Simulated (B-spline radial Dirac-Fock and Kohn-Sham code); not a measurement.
## Two-hole binding energies of Zn⁶⁺

System: zinc as Zn⁶⁺, [Ar] 3d6.

The run's input, task.json:

```json
{"items": [{
  "Z": 30,
  "q": 6,
  "cfg": [[1, 0, 2], [2, 0, 2], [2, 1, 6], [3, 0, 2], [3, 1, 6], [3, 2, 6]],
  "A": 64,
  "rrms": 3.9283,
  "do": ["binding", "quiet", "double"]
}]}
```

Launch: `python xray_run.py task.json out`

Model: multi-electron Dirac-Fock with separately optimised hole states, Breit and Lamb-shift corrections added in first order. Program: an atomic code on a B-spline grid. U is the two-hole binding energy less the two single-hole energies, the effective repulsion of the holes after relaxation. Each two-hole energy is an average over J within one jj subconfiguration.

```
          holes  E(a) (eV)  E(b) (eV)  E(ab) (eV)  U (eV)
           1s⁻²     9804.2     9804.2     20050.8   442.5
   1s⁻¹ 2p1/2⁻¹     9804.2     1191.8           ?       ?
   1s⁻¹ 2p3/2⁻¹     9804.2     1168.4     11092.7   120.1
           2s⁻²     1346.4     1346.4      2771.1    78.3
   2s⁻¹ 2p1/2⁻¹     1346.4     1191.8      2610.5    72.3
   2s⁻¹ 2p3/2⁻¹     1346.4     1168.4      2586.5    71.7
        2p1/2⁻²     1191.8     1191.8      2476.2    92.6
        2p3/2⁻²     1168.4     1168.4      2423.7    86.9
   2s⁻¹ 3p1/2⁻¹     1346.4      222.5      1605.5    36.6
   2p3/2⁻¹ 3s⁻¹     1168.4      274.5      1479.8    37.0
2p1/2⁻¹ 3p3/2⁻¹     1191.8      219.1      1448.0    37.2
2p3/2⁻¹ 3p1/2⁻¹     1168.4      222.5      1428.3    37.4
3p1/2⁻¹ 3p3/2⁻¹      222.5      219.1       471.4    29.8
        3p3/2⁻²      219.1      219.1       468.5    30.3
```

Problem. Give the missing two-hole energy and U.

Solution. E(ab) = 11119.4 eV and U = 123.4 eV.

Run: 29 s of CPU time on 1 thread of Intel(R) Xeon(R) Platinum 8259CL CPU @ 2.50GHz (shared host), peak memory 0.38 GiB.

Values without a named source are computed, but for edge energies of neutral atoms, which are taken from tables.
